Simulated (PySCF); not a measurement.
**Correlation energy of Ne³⁺ (neon, charge +3)**

[He] 2s2 2p3, high-spin 4S determinant. Calculation: PySCF 2.14, in dyall-acv3z; no relativity, point nucleus. Frozen: nothing; 7 electrons correlated; the 5 highest virtual orbitals of each spin left out.

MP2 pair energies summed by pair of shells (mhartree):

| pair | energy | share (%) |
| --- | --- | --- |
| 2s-2p | -72.26 | 44.3 |
| 1s-1s | -37.04 | 22.7 |
| 2p-2p | -24.32 | 14.9 |
| 1s-2p | -11.50 | 7.1 |
| 2s-2s | -11.16 | 6.8 |
| 1s-2s | -6.81 | 4.2 |

Total MP2 correlation energy: -163.11 mhartree.

Same-spin part -37.38 and opposite-spin part -125.73 mhartree; SCS-MP2 scales them by 1/3 and 6/5 to -163.34 mhartree.
